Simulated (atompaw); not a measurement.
**What one change does to a pseudopotential (titanium (Ti), PAW (atompaw))**

titanium (Ti), PAW, made with atompaw 4.2.0.5 (PBE, scalar-relativistic). Core [Ar], reference 3d2 4s2 4p0. Waves: 4s (bound): rc 3.00 bohr; 4s channel at 1.9 Ry: rc 2.95 bohr; 4p (bound, empty): rc 3.00 bohr; 4p channel at 3.7 Ry: rc 3.00 bohr; 3d (bound): rc 1.60 bohr; 3d channel at 0.05 Ry: rc 3.00 bohr. Local part: ultrasoft scheme with l = 3 at 0 Ry, radius 2.80 bohr. Core correction: smooth core density matched at 2.80 bohr. Augmentation charge: besselshape compensation charge, radius 2.90 bohr; PAW radius 3.00 bohr; waves and projectors: custom rrkj vanderbiltortho.

Change: all radii scaled by about 0.79 (s 2.38, p 2.38, d 1.26 bohr); local potential ultrasoft scheme with l = 3 at 0 Ry, radius 2.22 bohr; augmentation besselshape compensation charge, radius 2.30 bohr; PAW radius 2.38 bohr; waves and projectors: custom rrkj vanderbiltortho; core correction smooth core density matched at 2.22 bohr.

Cutoffs: the cutoffs (Ry, on a coarse ladder) from which the occupation-weighted sum of valence levels, in a spherical-Bessel basis at the reference potential, stays within 10 and 1 mRy of its value at 400 Ry; they do not see the model core or the augmentation charge, which bear on the density cutoff.

Task: What does the change do?

Result: The potential gets harder (35 Ry and 50 Ry → 55 Ry and 90 Ry); neither file shows a bound ghost. A smaller radius makes the pseudo-wave follow the all-electron one further in, where it bends more sharply, so more plane waves are needed.

| quantity | base | changed |
| --- | --- | --- |
| cutoff, loose | 35 Ry | 55 Ry |
| cutoff, tight | 50 Ry | 90 Ry |
| loose cutoff by channel (10 mRy a level) | s 6 Ry, d 35 Ry | s 6 Ry, d 50 Ry |
| bound ghosts | none | none |
| lowest overlap eigenvalue by channel | s 0.70, p 0.93, d 0.61 | s 0.73, p 0.68, d 0.09 |

 The cutoffs see the waves, projectors and local potential, not the compensation charge or the core.
